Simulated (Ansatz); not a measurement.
Coupled-cluster diagnostics for the cluster Pd3S2, Ansatz.

Geometry of the singlet (PBE-D4/def2-SVP):

```xyz
5

Pd    1.0967    0.5327    0.8700
Pd   -0.9065    1.5186   -0.8325
Pd   -0.6101   -1.2774   -0.5122
S    -1.1996    0.3333    1.0317
S     1.6196   -1.1073   -0.5570
```

In the def2 sets Pd takes a core potential; there is no spin–orbit coupling. Correlated methods freeze 10 core orbitals; core or outer-core shells of Pd are correlated, in sets that lack core-valence functions. The structure comes from a short search, and lower isomers may exist.

(1) Estimate the CCSD(T) correlation energy, the shares of MP2 and (T), T1 and the reference's ⟨S²⟩ for: charge 0, singlet, own geometry in def2-SVP; and the rough time on 4 threads of Arm Neoverse V2 on a shared host.

Answers

(1) 
| state | basis | correlation (eV) | MP2 share (%) | (T) share (%) | T1 | ⟨S²⟩ (pure) | wall time | remarks |
| --- | --- | --- | --- | --- | --- | --- | --- | --- |
| charge 0, singlet, own geometry | def2-SVP | -41.579 | 100.1 | 7.0 | 0.088 | 0.00 (0.00) | 2.4 min | large T1, restricted SCF unstable |
Customary marks for T1 are 0.02 (closed shells), 0.045 (open shells) and about 0.05 (3d metals). T1 exceeds 0.02 in 1 of 1 rows and 0.045 in 1; the higher it lies, the less the single-reference result can be trusted.
